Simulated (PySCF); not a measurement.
Spin-rotation constants: `InChI=1S/C8H6F2/c1-3-6-5(2)7(4-9)8(6)10/h1,4,6,8H,2H2/b7-4+/t6-,8+/m1/s1`

Cartesian coordinates in Å; atom numbers follow the order of the lines, from 1:
```xyz
16

C     3.122   -0.191   -0.736
C     1.934   -0.317   -0.814
C     0.500   -0.450   -0.859
C    -0.309    0.691   -0.255
C    -0.338    1.998   -0.455
C    -1.002   -0.226    0.646
C    -2.028   -0.162    1.481
F    -2.689    0.979    1.714
C    -0.141   -1.384    0.205
F    -0.817   -2.465   -0.300
H     4.164   -0.087   -0.689
H     0.172   -0.714   -1.868
H     0.298    2.464   -1.188
H    -0.997    2.635    0.109
H    -2.431   -0.997    2.036
H     0.554   -1.765    0.961
```

Method used: GIAO BHandHLYP/pcSseg-1 magnetisability, rotational g tensor and spin-rotation constants, non-relativistic, gas phase (PySCF 2.14.0). Geometry: GFN2-xTB.

Question: Give the nuclear spin-rotation constants along the inertial axes (H = +C I·J) beside the isotropic shieldings.

Answer: Rotational constants 2.0005, 0.9651, 0.7134 GHz. A star marks the isotopologue with that one atom substituted, in its own axes.
```tsv
atom	isotope	Caa (kHz)	Cbb (kHz)	Ccc (kHz)	mean (kHz)	σ (ppm)
F8	19F	2.704	1.101	0.169	1.325	312.8
F10	19F	0.854	0.573	0.440	0.622	376.9
H11	1H	-0.043	-0.101	-0.062	-0.069	30.0
H12	1H	-0.208	-0.098	0.025	-0.093	28.2
H13	1H	0.006	-0.037	-0.063	-0.031	26.1
H14	1H	0.098	-0.058	-0.078	-0.013	25.9
H15	1H	-0.134	0.040	-0.061	-0.052	24.7
H16	1H	-0.160	-0.092	0.030	-0.074	26.4
C1	13C*	0.292	0.289	0.184	0.255	106.4
C2	13C*	0.220	0.325	0.205	0.250	100.6
C3	13C*	0.401	0.145	0.125	0.224	146.2
C4	13C*	0.959	0.323	0.143	0.475	40.0
C5	13C*	0.871	0.294	0.117	0.427	62.8
C6	13C*	0.662	0.399	0.141	0.401	56.1
C7	13C*	0.663	0.451	0.189	0.434	27.1
C9	13C*	0.544	0.239	0.173	0.319	93.6
```
For the geometry as given, no vibrational averaging.
